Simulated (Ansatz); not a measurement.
The cluster Ge3Se3. The state is a singlet with charge 0. Geometry PBE0-D4/def2-SVP.

Cartesian coordinates in Å:
```
Ge 0.205 -1.152 0.982
Ge -0.072 2.164 0.943
Ge 0.645 -0.436 -2.238
Se -1.504 0.505 1.687
Se -0.890 -1.789 -1.153
Se 1.617 0.708 -0.221
```

B3LYP takes the VWN-RPA correlation. Another isomer (singlet) lies 0.29 eV lower at PBE0-D4/def2-TZVP; other spin states weren't run for this one.

Problem. Estimate the orbital energies around the gap (eV) in Ansatz with PBE-D4/def2-TZVP, r2SCAN-D4/def2-TZVP, B3LYP-D4/def2-TZVP, PBE0-D4/def2-TZVP, ωB97X-V/def2-TZVP.

Solution. 
```json
{"orbital": "HOMO−5", "PBE-D4/def2-TZVP": "-7.38", "r2SCAN-D4/def2-TZVP": "-7.73", "B3LYP-D4/def2-TZVP": "-8.15", "PBE0-D4/def2-TZVP": "-8.46", "ωB97X-V/def2-TZVP": "-10.59"}
{"orbital": "HOMO−4", "PBE-D4/def2-TZVP": "-6.57", "r2SCAN-D4/def2-TZVP": "-6.90", "B3LYP-D4/def2-TZVP": "-7.31", "PBE0-D4/def2-TZVP": "-7.60", "ωB97X-V/def2-TZVP": "-9.67"}
{"orbital": "HOMO−3", "PBE-D4/def2-TZVP": "-6.34", "r2SCAN-D4/def2-TZVP": "-6.64", "B3LYP-D4/def2-TZVP": "-7.06", "PBE0-D4/def2-TZVP": "-7.30", "ωB97X-V/def2-TZVP": "-9.34"}
{"orbital": "HOMO−2", "PBE-D4/def2-TZVP": "-6.27", "r2SCAN-D4/def2-TZVP": "-6.58", "B3LYP-D4/def2-TZVP": "-6.98", "PBE0-D4/def2-TZVP": "-7.24", "ωB97X-V/def2-TZVP": "-9.32"}
{"orbital": "HOMO−1", "PBE-D4/def2-TZVP": "-5.85", "r2SCAN-D4/def2-TZVP": "-6.13", "B3LYP-D4/def2-TZVP": "-6.54", "PBE0-D4/def2-TZVP": "-6.76", "ωB97X-V/def2-TZVP": "-8.72"}
{"orbital": "HOMO", "PBE-D4/def2-TZVP": "-5.64", "r2SCAN-D4/def2-TZVP": "-5.88", "B3LYP-D4/def2-TZVP": "-6.27", "PBE0-D4/def2-TZVP": "-6.46", "ωB97X-V/def2-TZVP": "-8.31"}
{"orbital": "LUMO", "PBE-D4/def2-TZVP": "-3.46", "r2SCAN-D4/def2-TZVP": "-3.52", "B3LYP-D4/def2-TZVP": "-2.99", "PBE0-D4/def2-TZVP": "-2.88", "ωB97X-V/def2-TZVP": "-1.08"}
{"orbital": "LUMO+1", "PBE-D4/def2-TZVP": "-3.25", "r2SCAN-D4/def2-TZVP": "-3.31", "B3LYP-D4/def2-TZVP": "-2.77", "PBE0-D4/def2-TZVP": "-2.64", "ωB97X-V/def2-TZVP": "-0.80"}
{"orbital": "LUMO+2", "PBE-D4/def2-TZVP": "-2.40", "r2SCAN-D4/def2-TZVP": "-2.32", "B3LYP-D4/def2-TZVP": "-1.88", "PBE0-D4/def2-TZVP": "-1.72", "ωB97X-V/def2-TZVP": "0.12"}
{"orbital": "LUMO+3", "PBE-D4/def2-TZVP": "-2.34", "r2SCAN-D4/def2-TZVP": "-2.22", "B3LYP-D4/def2-TZVP": "-1.77", "PBE0-D4/def2-TZVP": "-1.62", "ωB97X-V/def2-TZVP": "0.30"}
{"orbital": "LUMO+4", "PBE-D4/def2-TZVP": "-1.71", "r2SCAN-D4/def2-TZVP": "-1.60", "B3LYP-D4/def2-TZVP": "-1.14", "PBE0-D4/def2-TZVP": "-0.99", "ωB97X-V/def2-TZVP": "0.91"}
{"orbital": "LUMO+5", "PBE-D4/def2-TZVP": "-0.84", "r2SCAN-D4/def2-TZVP": "-0.60", "B3LYP-D4/def2-TZVP": "-0.24", "PBE0-D4/def2-TZVP": "-0.07", "ωB97X-V/def2-TZVP": "1.88"}
```
